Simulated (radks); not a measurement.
Problem. Valence configurations of the samarium ion Sm3+ (all share [Xe]). All-electron calculation, scalar-relativistic Kohn-Sham, PBE, spin-polarised, spherical densities, finite nucleus; open shells are filled with parallel spins first (spin-orbit coupling, left out, can overturn this in heavy ions); Fermi nuclear charge, rms radius 5.0819 fm. Program: a radial shooting solver on a logarithmic mesh with Libxc functionals. Order these by energy: 4f4 6p1; 4f3 5d1 6p1; 4f5; 4f2.5 5d0.5 6s1 6p1; 4f4 6s1; 4f4.5 6p0.5; 4f3 6s2; 4f4 5d1; 4f2.5 5d0.5 6s2; 4f3 5d0.5 6s1 6p0.5.

Solution. From the lowest, in eV above it: 4f5 0.000; 4f4.5 6p0.5 9.328; 4f4 5d1 11.457; 4f4 6s1 15.303; 4f4 6p1 20.760; 4f3 5d0.5 6s1 6p0.5 38.697; 4f3 5d1 6p1 38.808; 4f3 6s2 39.646; 4f2.5 5d0.5 6s2 51.482; 4f2.5 5d0.5 6s1 6p1 56.384. NIST lists [Xe] 4f5 as the ground configuration; this level of theory agrees among the configurations tried. The energies are those of spherical high-spin densities, not of single terms.
